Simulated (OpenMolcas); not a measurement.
C, Si, Ge, Sn, Pb: ns² np² down the group

```yaml
Program: OpenMolcas
Method: SS-RASPT2, IPEA 0.25 Eh, imaginary shift 0.1 Eh
Basis: ANO-R2
Scalar_Hamiltonian: X2C, finite nucleus
Spin-orbit_coupling: RASSI with atomic mean-field integrals over the reference wave functions, term energies averaged over their components
```

Active space for each ion: 4 electrons in 9 orbitals (RAS2 s p; RAS3 d, at most 2 electrons); closed shells correlated by CASPT2: C 1s; Si 2s 2p; Ge 3d; Sn 4d; Pb 5d.

Computed levels in cm-1 above ³P₀:

| Level | C | Si | Ge | Sn | Pb |
| --- | --- | --- | --- | --- | --- |
| ³P₁ | 14.8 | 67.0 | 493 | 1457 | 6680 |
| ³P₂ | 44.1 | 196 | 1269 | 3120 | 9980 |
| ¹D₂ | 10710 | 6900 | 7800 | 9310 | 19760 |
| ¹S₀ | 21890 | 16690 | 17460 | 18350 | 28630 |
| weight of ³P in the lowest level (%) | 100 | 100 | 100 | 98 | 88 |

Mixed levels, with the weight of the term that names them: Pb ³P₂ (66 %), Pb ¹D₂ (66 %).

Measured, with the error of the calculation in %. Measured levels: C, Si, Ge, Sn, Pb from NIST Handbook of Basic Atomic Spectroscopic Data.

```json
{"Level": "³P₁", "C": "16.4 (-10.0)", "Si": "77.1 (-13.2)", "Ge": "557 (-11.5)", "Sn": "1692 (-13.9)", "Pb": "7819 (-14.5)"}
{"Level": "³P₂", "C": "43.4 (+1.7)", "Si": "223 (-12.3)", "Ge": "1410 (-10.0)", "Sn": "3428 (-8.9)", "Pb": "10650 (-6.3)"}
{"Level": "¹D₂", "C": "10193 (+5.1)", "Si": "6299 (+9.6)", "Ge": "7125 (+9.5)", "Sn": "8613 (+8.0)", "Pb": "21458 (-7.9)"}
{"Level": "¹S₀", "C": "21648 (+1.1)", "Si": "15394 (+8.4)", "Ge": "16367 (+6.7)", "Sn": "17162 (+6.9)", "Pb": "29467 (-2.8)"}
```

The fine-structure level ³P₂ changes by a factor of 226 from C to Pb.

Without spin-orbit coupling ¹D lies 10680, 6770, 6840, 6500, 6490 cm-1 above ³P in that order; the difference to the level ¹D₂, of either sign, comes from spin-orbit coupling, which also lowers the zero.

CASPT2 does not keep the components of a term degenerate, so their means are used; among the terms shown or strongly mixed into the levels shown the widest spread is 28 cm-1 (2s² 2p² ¹D, C). Active for correlation alone: 3d; no level in the range computed is led by a configuration that fills it, so any true level of that kind is missing (holds for C). The run also gave levels led by 3s² 3p 3d, which use shells meant for correlation; these and all levels above them are left out (holds for Si). Active for correlation alone: 4d; no level in the range computed is led by a configuration that fills it, so any true level of that kind is missing (holds for Ge). Some high roots are left out of the spin-orbit mixing, which shifts the levels that they would mix with (holds for Sn; Pb). Active for correlation alone: 5d; no level in the range computed is led by a configuration that fills it, so any true level of that kind is missing (holds for Sn). Active for correlation alone: 6d; no level in the range computed is led by a configuration that fills it, so any true level of that kind is missing (holds for Pb). Measured partners are found by configuration, term and J. A level has none where our copy of the source lacks it or the pairing is in doubt (some pairs that miss far off the trend of their configuration count as doubtful), and it then counts in no deviation. Where the source uses jj or jK labels, the order within each J decides. Levels of configurations outside the active space are missing.
